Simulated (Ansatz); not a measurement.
**Abstraction of Cl: C2H5ClSn + C2HF2 → C2H5Sn + C2HClF2**

Species: C2H5ClSn `C=[CH][SnH2][Cl]`, singlet; C2HF2 `F/[C]=C\F`, doublet; C2H5Sn `C=[CH][SnH2]`, doublet; C2HClF2 `F/C=C(\F)Cl`, singlet. A radical takes Cl: the energy is the difference in strength between the Sn–Cl bond broken and the C–Cl bond made.

Shapes, held fixed at every level: PBE0-D4/def2-TZVP. Flexible molecules stand in one conformer, not always the lowest. Programs: Ansatz 0.2.0. The zero-point and thermal change to 298 K, harmonic and unscaled (PBE0-D4/def2-TZVP), is 0.0 kJ/mol.

```csv
level,kind,ΔH(298 K) (kJ/mol),CPU time (sum over the molecules)
HF/def2-SVP,Hartree–Fock,+42.5,–
SPW92/def2-TZVPP,LDA,-49.4,12 s
B3LYP-D4/def2-TZVPP,global hybrid,-11.6,24 s
BHLYP-D4/def2-TZVPP,global hybrid,+0.9,19 s
PBE0-D4/def2-TZVPP,global hybrid,-16.1,18 s
wB97M-V/def2-TZVPP,range-separated hybrid,-18.1,63 s
B2PLYP/def2-TZVPP,double hybrid,-11.3,33 s
```

B2PLYP/def2-TZVPP gives ΔH(298 K) = -11.3 kJ/mol; the levels span -49.4 to +42.5. They disagree on the sign: 2 of 7 are positive. The median of the levels is -11.6. No measured value is set beside it here. Spin contamination: C2HF2 (⟨S²⟩ up to 0.94), C2H5Sn (⟨S²⟩ up to 0.83). Open shells run unrestricted unless RO is named. For atoms past krypton def2 sets carry core potentials with scalar relativity. Correlated rows may include outer-core shells of Sn, which these sets cover unevenly. Times are processor times on shared x86 and Arm servers, and rough.
